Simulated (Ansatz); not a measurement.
Ansatz (a first-principles code) input (RI-MP2/aug-cc-pVQZ):
A basis named .json is the Basis Set Exchange file of that set.

Ansatz 0.2 input:
```yaml
crystal:
  periodic: [false, false, false]
  atoms:
    - {symbol: Ge, position_ang: [-0.01667653, -0.02374786, -0.02936325]}
    - {symbol: H, position_ang: [0.55173632, -0.94519677, 1.07018852]}
    - {symbol: H, position_ang: [-1.12441123, 0.88709926, 0.54024778]}
    - {symbol: H, position_ang: [1.10632396, 0.81802910, -0.67081224]}
basis:
  gaussian:
    orbitals: aug-cc-pVQZ
    fitting: {mean_field: def2-universal-jkfit, correlation: aug-cc-pVQZ-RIFIT.json}
total_charge: -1
magnetization: {spin_polarized: false}
correlation: {method: mp2, electrons: outside_noble_gas}
```

End of the output:

```
integrals: 0.19 GiB planned
320 factors; integrals over basis functions are off by at most 6.1e0 eV
mean field: 0.48 GiB planned
mean field evaluation 1: about -56520.2840 eV, gradient 1.4e1 eV
mean field evaluation 2: about -56520.9419 eV, gradient 7.7e0 eV
mean field evaluation 4: about -56521.0505 eV, gradient 4.5e-1 eV
mean field evaluation 8: about -56521.0553 eV, gradient 3.0e-6 eV
mean field -56521.05528634 eV, -2077.1104704257 hartree, gradient 3.0e-6 eV, S^2 0.000000; 0 other end points of the search recorded, 0 dependent functions left out
14 core orbitals not correlated
502 factors; their error is unknown
reference -56521.05528634 eV, -2077.1104704257 hartree; 4, 4 occupied and 213, 213 virtual orbitals, 502 factors
second order -4.25932830 eV of doubles, -0.00000000 eV of singles
Total energy: -56525.31461464 eV, -2077.2669978537 hartree
```

This state (charge -1, singlet) is run at the relaxed geometry of the species with charge 0 and multiplicity 2.
